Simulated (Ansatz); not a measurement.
Stretching the O3–H4 bond in FHOPb (SMILES [OH][Pb][F]) (multiplicity 1 held, fragments rigid). Energies count from the point at 0.966 Å.
Geometry at that point (charge 0, multiplicity 1):
```xyz
4

Pb     0.120     0.025     0.234
F     -0.299     1.353    -1.302
O     -0.753    -1.607    -0.731
H     -1.115    -1.371    -1.595
```

R- and RO- levels are restricted; in cc, def2 and unpolarised 6-31G sets they are followed outwards from rest. U- levels take the lowest unrestricted solution at each point, which mixes spins at long bonds. Active spaces are followed from a long bond inwards. Curves can end on different states.

Correlated levels freeze the cores. Filled d and f shells under p-block atoms count as core.

Codes used: Ansatz (Gaussian basis) for Hartree–Fock, density functionals and correlated methods. Values without a source in brackets are computed. In def2 rows elements past Kr take small-core potentials, without spin–orbit coupling.

Energies in kJ/mol.

```
R (Å)  R-r2SCAN/def2-TZVPP  U-CCSD/def2-TZVPP  CASSCF(4,3)/def2-TZVPP  FIC-MRCISD+Q on CASSCF(4,3)/def2-TZVPP
-----  -------------------  -----------------  ----------------------  --------------------------------------
0.773                  145                142                     141                                     141
0.869                   28                 26                      26                                      26
0.966                    0                  0                       0                                       0
1.063                   19                 21                      20                                      21
1.159                   61                 66                      62                                      65
1.304                  141                  …                     138                                     147
1.449                  225                  …                     211                                     229
1.691                  349                360                     309                                     344
1.932                  449                446                     371                                     422
2.222                  538                490                     410                                     473
2.608                  617                  …                     429                                     500
3.091                  673                508                     434                                     509
```

### Question
Complete the blanks.

### Answer

- 1.449, U-CCSD/def2-TZVPP: 234
- 1.304, U-CCSD/def2-TZVPP: 149
- 2.608, U-CCSD/def2-TZVPP: 504

Doubts at one or more of the structures used: a restricted determinant that unrestricted orbitals would lower (R-r2SCAN/def2-TZVPP); a spin-contaminated determinant (U-CCSD/def2-TZVPP); T1 above 0.05 (U-CCSD/def2-TZVPP); active orbitals that take no part (CASSCF(4,3)/def2-TZVPP, FIC-MRCISD+Q on CASSCF(4,3)/def2-TZVPP).

Ansatz is a quantum-chemistry and plane-wave program.
